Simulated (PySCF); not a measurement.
Excitations are Tamm–Dancoff values on a coarser integration grid. The basis has no diffuse functions, so Rydberg states are missing or too high.

**C3H9Al, SMILES `[CH3][Al]([CH3])[CH3]` (charge 0, multiplicity 1)**

Computed with PBE-D3(BJ)/def2-TZVP // B3LYP-D3(BJ)/def2-TZVP (PySCF).

The HOMO is -6.25 eV. The dipole moment is 0.00 D. The LUMO is -1.14 eV, the HOMO–LUMO gap is 5.11 eV and the S1 excitation (TDA) is 5.18 eV. The S1 oscillator strength is 0.000. The brightest of the four lowest singlets (TDA) is 6.10 eV. The T1 excitation (TDA) comes out as 4.90 eV, the S1–T1 gap (TDA) comes out as 0.28 eV and the total energy is -9848.40 eV. The cost is roughly 60 core-seconds.

Bonds (Å): C1–Al2 1.962, C1–H5 1.092, C1–H6 1.095, C1–H7 1.096, Al2–C3 1.962, Al2–C4 1.962, C3–H8 1.095, C3–H9 1.095, C3–H10 1.092, C4–H11 1.095, C4–H12 1.095, C4–H13 1.092. Bond angles (°): Al2–C1–H5 113.4, Al2–C1–H6 111.4, Al2–C1–H7 110.5, H5–C1–H6 107.9, H5–C1–H7 107.4, H6–C1–H7 106.0, C1–Al2–C3 120.0, C1–Al2–C4 120.0, C3–Al2–C4 120.0, Al2–C3–H8 110.9, Al2–C3–H9 110.9, Al2–C3–H10 113.4, H8–C3–H9 106.0, H8–C3–H10 107.7, H9–C3–H10 107.6, Al2–C4–H11 111.1, Al2–C4–H12 110.7, Al2–C4–H13 113.4, H11–C4–H12 106.0, H11–C4–H13 107.8, H12–C4–H13 107.5.
